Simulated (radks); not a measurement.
The numbers below are computed, except where a source is named.
Species: Rb I. Configuration: [Kr] 5s1 (the NIST ground configuration). Code: a radial shooting solver on a logarithmic mesh with Libxc functionals. Model: scalar-relativistic Kohn-Sham, PBE, spin-polarised, spherical densities, point nucleus; open shells are filled with parallel spins first (spin-orbit coupling, left out, can overturn this in heavy ions).

Normalised radial functions P(r) = r R(r), r in bohr:

r,4s up,4s down,4p down
0.001354,0.0302,0.0302,0.0004
0.001821,0.0395,0.0395,0.0008
0.002468,0.0516,0.0516,0.0013
0.003318,0.0663,0.0664,0.0023
0.004497,0.0848,0.0849,0.0039
0.006046,0.1060,0.1061,0.0067
0.008194,0.1301,0.1302,0.0115
0.01102,0.1534,0.1536,0.0194
0.01493,0.1727,0.1729,0.0326
0.02007,0.1794,0.1796,0.0527
0.0272,0.1628,0.1629,0.0836
0.03658,0.1116,0.1117,0.1251
0.04957,0.0148,0.0148,0.1773
0.06664,-0.1150,-0.1151,0.2267
0.09032,-0.2469,-0.2471,0.2519
0.1214,-0.3028,-0.3031,0.2160
0.1646,-0.2045,-0.2046,0.0849
0.2213,0.0582,0.0582,-0.1253
0.2999,0.3702,0.3705,-0.3382
0.4032,0.4755,0.4759,-0.3984
0.5464,0.2043,0.2044,-0.2001
0.7346,-0.3299,-0.3302,0.2012
0.9956,-0.8141,-0.8148,0.6259
1.339,-0.9376,-0.9384,0.8376
1.814,-0.6979,-0.6980,0.7567
2.439,-0.3534,-0.3519,0.4939
3.306,-0.1140,-0.1125,0.2283
4.444,-0.0232,-0.0226,0.0753
6.023,-0.0024,-0.0022,0.0146
8.098,-0.0001,-0.0001,0.0015
10.97,0.0000,0.0000,0.0001
14.76,0.0000,0.0000,0.0000

4s up: eigenvalue -31.857 eV, 3 radial nodes at r = 0.0514, 0.209, 0.617 bohr, <r> = 1.46 bohr, 90 % of the charge inside 2.15 bohr. 4s down: eigenvalue -31.809 eV, 3 radial nodes at r = 0.0514, 0.209, 0.617 bohr, <r> = 1.45 bohr, 90 % of the charge inside 2.15 bohr. 4p down: eigenvalue -15.859 eV, 2 radial nodes at r = 0.187, 0.641 bohr, <r> = 1.72 bohr, 90 % of the charge inside 2.61 bohr.
